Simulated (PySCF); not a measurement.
# MoH6 at several levels of theory

All levels use the PBE0 minimum (singlet; Mo–H 1.628 Å (×3), Mo–H 1.680 Å (×3); H–Mo–H 60.6° (×3), H–Mo–H 63.6° (×3), H–Mo–H 114.7° (×6), H–Mo–H 117.5° (×3)), basis [Mo def2-TZVP with ECP28, H def2-TZVP], scalar-relativistic core potentials, density fitting, no spin–orbit coupling, PySCF. For vertical energies the ionised species is a doublet (spins chosen at PBE0 and kept) and the electron-attached one a doublet. Atomisation goes to high-spin ground-configuration atoms, without zero-point energy. Open shells are unrestricted, also as the reference of the correlated levels. A dash marks a value that was not computed or is not defined at that level.

Z-matrix (Å, degrees; charge 0 multiplicity 1):
```
Mo
H  1 1.6281
H  1 1.6281 2 60.63
H  1 1.6281 2 60.63 3 -70.79
H  1 1.6801 2 63.62 3 144.61
H  1 1.6801 2 114.74 3 34.84
H  1 1.6801 2 114.74 3 -105.63
```

| level | atomisation (kJ/mol) | vertical IP (eV) | vertical EA (eV) | −ε(HOMO) (eV) | gap (eV) | dipole (D) |
| --- | --- | --- | --- | --- | --- | --- |
| PBE0 | 1442 | 10.50 | 0.63 | 8.28 | 5.96 | 1.75 |
| HF | 678 | 9.85 | 0.25 | 11.65 | 12.27 | 1.65 |
| MP2 | 1368 | 10.79 | 0.47 | – | – | – |
| PBE | 1536 | 10.41 | 0.57 | 6.96 | 3.76 | 1.75 |
| B3LYP | 1532 | 10.59 | 0.66 | 8.11 | 5.49 | 1.75 |
| r2SCAN | 1488 | 10.48 | 0.60 | 7.25 | 4.22 | 1.81 |
| TPSSh | 1571 | 10.54 | 0.57 | 7.66 | 4.91 | 1.87 |
| wB97X | 1563 | 10.61 | 0.64 | 10.78 | 10.40 | 1.74 |
| M06-2X | 1486 | 10.56 | 0.71 | 9.57 | 8.01 | 1.61 |

Without diffuse functions attachment energies tend to come out too low.
